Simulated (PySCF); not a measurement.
Compound: C₄H₆BCl.
Structure used (PBE0-D3(BJ)/def2-SVP), in Å, numbered top down from 1:
```xyz
12
C4H6BCl angstrom
Cl     3.3775   -0.5427    1.4904
B      2.0903    0.4561    0.8209
C      0.7970   -0.1795    0.3507
C     -0.5229    0.4975    0.0693
C     -0.3974   -0.3411    1.2801
C      0.2246   -1.5360    0.6665
H      2.2727    1.6486    0.7925
H     -1.1185    0.1095   -0.7690
H     -0.5688    1.5837    0.1982
H     -0.4524   -0.0528    2.3298
H     -0.3265   -2.0510   -0.1331
H      0.8256   -2.1893    1.3069
```

Method: PBE0-D3(BJ)/def2-SVP geometry optimisation, gas phase in PySCF 2.14.0.

Masses are those of the commonest isotopes; rigid-rotor values at the optimised geometry. The values belong to one conformer with, in the numbering `[Cl:1][BH:2][C@:3]12[CH2:4][C@H:5]1[CH2:6]2`, Cl1–B2–C3–C4 164°.

Question: What are A, B and C (MHz)?

Answer: Ia = 64.96, Ib = 295.45, Ic = 330.82 u·Å²; 505379 MHz·u·Å²/I gives A = 7780, B = 1711, C = 1528 MHz.

Question: Classify the top.

Answer: A near-prolate asymmetric top: κ = (2 × 1711 − 7780 − 1528)/(7780 − 1528) = -0.94.

Question: What does the inertial defect say?

Answer: Not planar: Δ = Ic − Ia − Ib = -29.60 u·Å². For a rigid frame Δ = −2 Σ m c², so Σ m c² = 14.80 u·Å² lies off the ab plane: 5.33 from hydrogen and 9.47 from heavier atoms. The atom farthest from that plane is 1.81 Å away.

Question: Where do the levels up to J = 2 lie, in K?

Answer: Above 0(0,0), as E/k:
J = 1: 1(0,1) 0.155, 1(1,1) 0.447, 1(1,0) 0.455
J = 2: 2(0,2) 0.466, 2(1,2) 0.749, 2(1,1) 0.775, 2(2,1) 1.649, 2(2,0) 1.649

Question: Predict some low-J microwave lines.

Answer: The dipole components are |μa| = 1.68 D, |μb| = 0.16 D, |μc| = 0.52 D. Intensities carry the squares of the components, which stand as 1.00 : 0.01 : 0.09 (a : b : c). Some of the stronger lines:

```
type  branch         J(Ka,Kc)    MHz  lower level (cm⁻¹)
   b       R  2(0,2) ← 1(1,1)    402               0.310
   a       Q  2(1,1) ← 2(1,2)    549               0.520
   a       R  1(0,1) ← 0(0,0)   3238               0.000
   c       Q  2(1,2) ← 2(0,2)   5891               0.324
   c       Q  1(1,1) ← 1(0,1)   6070               0.108
   b       Q  1(1,0) ← 1(0,1)   6253               0.108
   a       R  2(1,2) ← 1(1,1)   6294               0.310
   b       Q  2(1,1) ← 2(0,2)   6440               0.324
   a       R  2(0,2) ← 1(0,1)   6472               0.108
   a       R  2(1,1) ← 1(1,0)   6659               0.317
   b       R  1(1,1) ← 0(0,0)   9308               0.000
   c       R  1(1,0) ← 0(0,0)   9491               0.000
   b       R  2(1,2) ← 1(0,1)  12363               0.108
   c       R  2(1,1) ← 1(0,1)  12912               0.108
   b       Q  2(2,0) ← 2(1,1)  18214               0.539
   b       Q  2(2,1) ← 2(1,2)  18758               0.520
   b       R  2(2,1) ← 1(1,0)  24869               0.317
   c       R  2(2,1) ← 1(1,1)  25052               0.310
   b       R  2(2,0) ← 1(1,1)  25056               0.310
```

Question: Estimate the classical rotational partition function at 10 K, 100 K and 298.15 K.

Answer: Point group C1, symmetry number σ = 1; q = (√π/σ)·√((kT/h)³/(ABC)), k/h = 20836.6 MHz/K: 1180 at 10 K, 37400 at 100 K, 192000 at 298.15 K.

PBE0-D3(BJ)/def2-SVP frequencies: not computed here. No vibrational averaging or centrifugal distortion is included, and the geometry carries the error of its method. Quadrupole hyperfine structure (11B, 35Cl) is left out.
